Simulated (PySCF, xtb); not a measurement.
Bi(Me)3 (C₃H₉Bi), SMILES [CH3][Bi]([CH3])[CH3].

Harmonic wavenumbers (cm⁻¹) from GFN2-xTB in xtb at its own minimum, in rising order: 46, 68, 73, 148, 149, 163, 506, 520, 521, 721, 732, 733, 818, 820, 820, 1282, 1282, 1296, 1493, 1495, 1495, 1502, 1502, 1502, 3075, 3077, 3077, 3080, 3084, 3085, 3097, 3097, 3101.

**Question.** What does B3LYP-D3(BJ)/def2-SVP (PySCF 2.14.0) give at its own minimum? (An estimate is asked for; the answer gives what the named calculation found.)

**Answer.** 85, 95, 96, 149, 149, 160, 457, 457, 457, 673, 693, 693, 784, 784, 786, 1175, 1175, 1194, 1427, 1431, 1431, 1438, 1438, 1444, 3040, 3042, 3042, 3154, 3154, 3154, 3160, 3160, 3160. Paired by order, the mean absolute difference is 52 cm⁻¹ and the zero-point energies are 67.8 and 66.8 kcal/mol.
